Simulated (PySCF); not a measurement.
```xyz
3
charge 1 multiplicity 1, angstrom
As    0.6713   -1.1627    0.0000
As   -1.3426    0.0000    0.0000
As    0.6713    1.1627    0.0000
```

Computed with PBE0 in PySCF with As def2-TZVP; no relativity; density-fitted integrals.

This geometry of [As3]+ is a stationary point at this level.

(1) What is the point group?

(2) Is it a minimum?

(3) Which band is strongest in the infrared?

(4) Give the atomic charges and bond orders.

(5) Give the ideal-gas entropy at 298.15 K and 1 bar by parts.

## Answers

(1) D3h.

(2) Yes: all harmonic wavenumbers are real.

(3) 282 cm⁻¹ (e'), 4 km/mol.

(4) 
```csv
atom,Mulliken,Löwdin,polar tensor,Mayer order to As1
As1,0.33,0.33,0.33,–
"As2,3",0.33,0.33,0.33,1.42
```
Other Mayer orders above 0.3: As–As 1.42.

(5) translation 176.4, rotation 102.7, vibration 17.0, spin 0.0; total 296.1 J/(mol K).

Other isomers or separated fragments may lie lower.
